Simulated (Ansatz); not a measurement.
# Four-centre ligand exchange

Start structure (CH₇GaO, closed shell), relaxed at PBE0-D4/def2-TZVP:

Ga1  (-0.905, 1.014, 0.251)
O2  (0.353, -0.016, 0.983)
C3  (0.488, -1.383, 0.706)
H4  (-1.938, 0.287, -0.674)
H5  (-0.835, 2.505, 0.687)
H6  (0.898, 1.524, -1.700)
H7  (0.327, 1.378, -2.163)
H8  (1.444, -1.576, 0.204)
H9  (0.480, -1.956, 1.641)
H10  (-0.313, -1.777, 0.065)
(Å)

The step: CH₅GaO ([CH3][O][GaH2]) + H₂ → CH₄O ([CH3][OH]) + GaH₃ (still joined by a long Ga–O bond); bonds formed: Ga1–H7, O2–H6; bonds broken: H6–H7; bonds weakened to dative contacts: Ga1–O2. Ansatz 0.2.0; basis: def2-TZVPP and def2-QZVPP; cores frozen in the correlated methods. Filled d shells of the heavier atoms are correlated. The def2 sets are not built for correlating such inner shells, so the correlated values are less sure here. Extrapolation: Hartree–Fock as exp(−7.88 √X), correlation as X^−2.97. Energies below are by CCSD(T) at an estimated basis limit (MP2 extrapolated from triple and quadruple zeta, plus CCSD(T) − MP2 in triple zeta).

Question: What are the electronic barrier and the energy of the step, from the start structure to the end structure? (An estimate is asked for; the value comes from the calculation.)

Answer: Computed: Barrier 22.15 kcal/mol; step energy -3.72 kcal/mol (downhill); reverse barrier, their difference, 25.87 kcal/mol. Barrier and step energy count from the start structure, the reverse barrier from the end structure.

The saddle point: One imaginary mode of 1201i cm⁻¹.
```
  pair  start (Å)  saddle (Å)  end (Å)
Ga1–H7       2.73        1.85     1.58
 O2–H6       3.14        1.32     0.96
Ga1–O2       1.78        1.96     2.15
 H6–H7       0.75        0.98     2.83
```

Zero-point energy (harmonic, PBE0-D4): ZPE is 42.02 kcal/mol at the start and 43.52 kcal/mol at the saddle, so the barrier goes from 22.15 to 23.65 kcal/mol.

No T1 diagnostic of these runs exceeds 0.015.

Labels in which every atom is bracketed show which atoms are joined, not bond orders.

For scale, one of the runs: CCSD(T)/def2-TZVPP, 208 basis functions, launched by `ansatz run in.yaml --threads 4 --pin off --events-out ev --progress --plain --max-ram 9574MiB`. Time: 65 s of wall clock on 4 CPU threads of an Arm Neoverse V2; the host was shared. Peak host memory: 2.8 GiB.
